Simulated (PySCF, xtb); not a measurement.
C3F5, SMILES F[C]=C(F)C(F)(F)F, multiplicity 2.

Harmonic wavenumbers (cm⁻¹) from GFN2-xTB (xtb) at its own minimum, in rising order: 23, 132, 161, 198, 314, 353, 373, 430, 523, 566, 630, 775, 990, 1074, 1092, 1124, 1233, 1806.

What does PBE-D3(BJ)/def2-SVP (PySCF) give at its own minimum? (Estimate from the structure and the level; the computed values follow.)

52, 153, 162, 228, 345, 369, 399, 475, 568, 616, 704, 830, 1064, 1154, 1183, 1236, 1348, 1763. Paired by order, the mean absolute difference is 52 cm⁻¹ and the zero-point energies are 16.9 and 18.1 kcal/mol.
